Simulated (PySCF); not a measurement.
4,4-difluorobuta-1,2-diene (C₄H₄F₂), SMILES C=C=CC(F)F.

Coordinates come from a r2SCAN-D4/def2-SVP optimisation. One conformer was computed; it need not be the lowest.

The numbers are results of SMD-ωB97X/def2-SVP run with PySCF, not measurements.

Solvation free energies are E(SMD) − E(gas) at the gas-phase geometry, for 1 M in both phases. In vacuum the dipole moment is 2.57 D.

```
solvent        ΔG(solv) (kcal/mol)  its non-electrostatic (CDS) part  dipole (D)
-------------  -------------------  --------------------------------  ----------
water                         -0.5                               4.7        3.19
cyclohexanone                 -3.7                               1.1        3.15
chloroform                    -4.2                              -0.5        3.02
```
